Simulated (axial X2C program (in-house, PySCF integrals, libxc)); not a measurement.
# Photoelectron levels of GeTe by EOM-IP-CCSD

Computed with an axial X2C code built on PySCF integrals: two-component X2C with atomic mean-field Coulomb and Gaunt terms, Gaussian nuclei, basis Te dyall-cv3z, Ge dyall-cv3z with contracted cores.

R = 2.249 Å (0.960 times 2.343 Å, the PBE0 minimum at charge 0 for the lowest determinant).

Vertical ionisation energies of GeTe to the states of GeTe⁺:

| Ω of GeTe⁺ | vertical IE (eV) | above lowest (cm⁻¹) | ionised spinor | one-hole weight |
| --- | --- | --- | --- | --- |
| 3/2 | 9.199 | 0 | 68% Te pπ, 26% Ge pπ | 0.95 |
| 1/2 | 9.288 | 718 | 31% Ge pσ, 26% Te pσ, 20% Te pπ | 0.95 |
| 1/2 | 9.723 | 4229 | 54% Te pπ, 12% Ge pπ, 12% Ge pσ | 0.94 |
| 1/2 | 13.817 | 37252 | 42% Ge sσ, 30% Te pσ, 19% Te sσ | 0.60 |

Take the first Ω = 1/2 and Ω = 3/2 rows of π character: how far apart are they, and which lies lower?

E(3/2) − E(1/2) = 0 − 4229 = -4229 cm⁻¹ at EOM-IP-CCSD: inverted, Ω = 3/2 lower. Splittings at this level can be off by ten to twenty per cent.

This point took 14 s on 1 thread of Arm Neoverse N1, with other jobs on the host.

Reference electrons by ω block (each with its −ω partner): 1/2: 27, 3/2: 12, 5/2: 3. 10 electrons of GeTe correlated (inner shells frozen), 94 natural virtual spinors (a truncated set); levels can be off by some tenths of an eV. Roots sought by Ω: (1/2: 4, 3/2: 3, 5/2: 1); rows need 60 % one-particle weight and stop where some Ω has no more roots. Missing are any skipped roots, higher Ω and states of a further excitation; these come out far too high here and may in truth be low or lowest. T1 of the reference 0.025 (Lee–Taylor). Number of frozen shells: Te 4 s, 3 p, 2 d; Ge 3 s, 2 p, 1 d.
